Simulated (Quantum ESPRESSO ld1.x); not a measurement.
Tb VII, configuration [Kr] 4d10 4f8 5s2 5p3. Calculated with ld1.x of Quantum ESPRESSO 7.5: scalar-relativistic Kohn-Sham, LDA (Slater exchange, Perdew-Wang correlation), spin-polarised, spherical densities, point nucleus; open shells are filled with parallel spins first.

X-ray form factor f0, the Fourier transform of the density (f0(0) = 59):

sin(theta)/lambda (1/angstrom),f0 (electrons)
0.05,58.551
0.1,57.257
0.15,55.258
0.2,52.751
0.25,49.948
0.3,47.038
0.4,41.419
0.5,36.480
0.6,32.296
0.8,25.806
1,21.315
1.25,17.745
1.5,15.425
2,11.828
